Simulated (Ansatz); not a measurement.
`[CH3][Al]([NH2])[Cl]` + CH₃NH₂ → `C[NH][Al]([CH3])[Cl]` + NH₃ at 500 K and 1 bar (ligand exchange at the Al–N bond).

Computed with Ansatz on PBE0-D4/def2-TZVP structures; ΔE is electronic, products minus reactants. CCSD(T)/CBS is the MP2 limit (def2-TZVPP, def2-QZVPP) plus CCSD(T) − MP2 in def2-TZVPP, frozen cores. This one scheme is used for every species. Each species was taken in one conformer, which may not be the lowest.

```tsv
species	CCSD(T)/CBS energy (Eh)	H − E (kJ/mol)	S (J/(mol·K))
`[CH3][Al]([NH2])[Cl]`	-797.68797	209.7	403.0
CH₃NH₂	-95.75281	191.8	270.3
`C[NH][Al]([CH3])[Cl]`	-836.93186	293.6	449.4
NH₃	-56.50880	108.2	211.8
```

H − E and S are ideal-gas, rigid-rotor, harmonic terms from PBE0-D4/def2-TZVP, for one conformer and one mirror image of each species. 1 Eh = 2625.50 kJ/mol, R = 8.31446 J/(mol·K).

**Question.** By hand: ΔE, ΔH, ΔS and ΔG.

**Answer.** ΔE = (-836.93186) + (-56.50880) − (-797.68797) − (-95.75281) = 0.00012 Eh = 0.3 kJ/mol. Δ(H − E) = 293.6 + 108.2 − 209.7 − 191.8 = 0.3, so ΔH = 0.6 kJ/mol. ΔS = 449.4 + 211.8 − 403.0 − 270.3 = -12.1 J/(mol·K). ΔG = 0.6 − 500 × (-12.1)/1000 = 6.6 kJ/mol.

**Question.** By hand: the equilibrium constant, and the temperature at which ΔG would vanish if ΔH and ΔS stayed fixed.

**Answer.** log₁₀ K = −ΔG/(RT ln 10) = -0.7. ΔH and −TΔS have one sign here, so there is no such temperature.

TΔS isn't small against ΔH here. A doubt of 5 kJ/mol in ΔE shifts log₁₀ K by 0.5 here. Other conformers and mirror images would add mixing entropy, several J/(mol·K) or more a flexible species. Modes under 60 cm⁻¹, often nearly free rotors, make the harmonic entropy too high. These are equilibria of isolated gas molecules and say nothing of rates. Largest T1 diagnostic: 0.010 (customary marks: 0.02 for closed shells, 0.045 for open ones).

ΔS is within the doubt of such terms, so its sign, and with it that verdict, could turn.
